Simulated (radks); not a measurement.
Spherical jellium clusters: N electrons in a uniform positive sphere of charge N and radius rs N^(1/3), rs = 2.92 bohr. Calculated with a radial shooting solver with Libxc functionals: non-relativistic Kohn-Sham, LDA (Slater exchange, Perdew-Wang correlation), spin-polarised, spherical densities. Levels are named by radial order and angular momentum (1s, 1p, 1d, 2s, ...), and open shells are averaged over m.

N = 11, configuration 1s2 1p6 1d(up 3, down 0). This is the lowest configuration that the search found. Occupied and some empty levels:

level,occupation,eigenvalue (eV),<r> (bohr)
1s up,1,-7.1744,4.206
1s down,1,-6.8244,4.086
1p up,3,-5.1844,5.192
1p down,3,-4.7221,5.161
1d up,3,-2.8872,6.124
1d down,0,-2.4059,6.203
2s up,0,-2.3358,6.130
2s down,0,-2.0642,6.296
2p up,0,-0.64688,9.352
1f up,0,-0.56500,7.578
2p down,0,-0.46820,10.02
1f down,0,-0.17621,8.160

Energy (eV): total -15.2804, kinetic 33.139, external -584.71, Hartree 282.23, exchange-correlation -50.148, background 304.21.
